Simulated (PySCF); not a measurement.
**MLi for M along group 15**

PBE with double-zeta basis sets in PySCF, for the lowest determinant that a PBE0 search found; no spin–orbit coupling. De refers to high-spin ground-configuration atoms. A positive dipole means M(−)Li(+).

| M | basis | state (unpaired electrons) | Re (Å) | ωe (cm⁻¹) | De (eV) | μ (D) |
| --- | --- | --- | --- | --- | --- | --- |
| N | jorge-DZP-DKH | triplet (π ↑↑) | 1.941 | 593 | 1.73 | 5.96 |
| P | def2-SVPD | triplet (π ↑↑) | 2.336 | 482 | 1.89 | 6.12 |
| As | cc-pVDZ/cc-pVDZ-PP | triplet (π ↑↑) | 2.453 | 417 | 1.63 | 5.62 |
| Sb | def2-SVP | triplet (π ↑↑) | 2.631 | 382 | 1.57 | 6.01 |
| Bi | def2-SVP | triplet (π ↑↑) | 2.703 | 359 | 1.48 | 5.54 |

The shortest bond is that of LiN (1.941 Å), the longest that of LiBi (2.703 Å).

The rows differ in basis set, which adds steps of its own.

Down a group the atoms grow and get heavier, so bonds lengthen and wavenumbers fall; this series shows no clear exception.

Spin–orbit coupling is left out, which matters for elements this heavy, above all for dissociation energies. States were picked by a PBE0 search and need not be the measured ground states.
